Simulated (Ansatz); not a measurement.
`[SiH3]OC1[SiH2]S1` → `SC1O[SiH2][SiH2]1`  (isomerisation)

Gas-phase electronic energies from Ansatz, PBE0-D4/def2-TZVP geometries. CCSD(T)/CBS is the MP2 limit (def2-TZVPP, def2-QZVPP) plus CCSD(T) − MP2 in def2-TZVPP, frozen cores. Each species was taken in one conformer, which may not be the lowest.

```json
{"species": "`[SiH3]OC1[SiH2]S1`", "MP2/CBS(def2) energy (Eh)": "-1092.68500"}
{"species": "`SC1O[SiH2][SiH2]1`", "MP2/CBS(def2) energy (Eh)": "-1092.66576"}
```

(1) Work out ΔE.

Largest T1 diagnostic among the species: 0.014.

Results:

(1) ΔE = (-1092.66576) − (-1092.68500) = 0.01924 Eh = +50.5 kJ/mol. CCSD(T)/CBS gives +41.6 kJ/mol.
